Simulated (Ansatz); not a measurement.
Isolated molecules relaxed with PBE0-D4/def2-TZVP in Ansatz; ΔE leaves out vibrations. CCSD(T)/CBS is the MP2 limit (def2-TZVPP, def2-QZVPP) plus CCSD(T) − MP2 in def2-TZVPP, frozen cores. This one scheme is used for every species, atoms too. Functionals use def2-TZVPP. Open shells (•) are unrestricted, without spin–orbit coupling. Spin–orbit coupling would lower the free atoms: a little for C, Si; clearly for Ga. For Ga outer-core shells are correlated without core-valence functions, so the limit isn't a true one: a few kJ/mol of doubt a bond, and 10 to 20 or more in all where bonds break to atoms. Scalar relativity is left out up to krypton.

Consider the atomization: `[CH3][Ga][SiH3]`• → C• + Ga• + 6 H• + Si•.

| species | PBE-D4 energy (Eh) |
| --- | --- |
| `[CH3][Ga][SiH3]`• | -2255.54257 |
| C• | -37.79597 |
| Ga• | -1924.51515 |
| H• | -0.49962 |
| Si• | -289.22289 |

(1) Work out ΔE.

Largest T1 diagnostic among the species: 0.014.

## Answers

(1) ΔE = 6 × (-0.49962) + (-37.79597) + (-1924.51515) + (-289.22289) − (-2255.54257) = 1.01084 Eh = +634.3 kcal/mol. CCSD(T)/CBS gives +634.1 kcal/mol.

Leaving LDA and LC-ωPBE aside and taking each functional with its dispersion term where it has one, the values, not all of them listed here, spread over 14.3 kcal/mol, from revPBE-D4 to r2SCAN-D4. LDA lies +75.9 kcal/mol from PBE without D4, its usual overbinding. From r2SCAN to r2SCAN0 (25 % exact exchange), in def2-TZVPP and without D4, ΔE moves by −4.4 kcal/mol: exact exchange takes away binding that semilocal exchange gives to molecules.

For atomizations the MP2-based limit and the directly extrapolated one differ by several kJ/mol either way, and by 10 to 25 for some Ge, Se and Sn compounds, so smaller differences from it don't rank the levels.
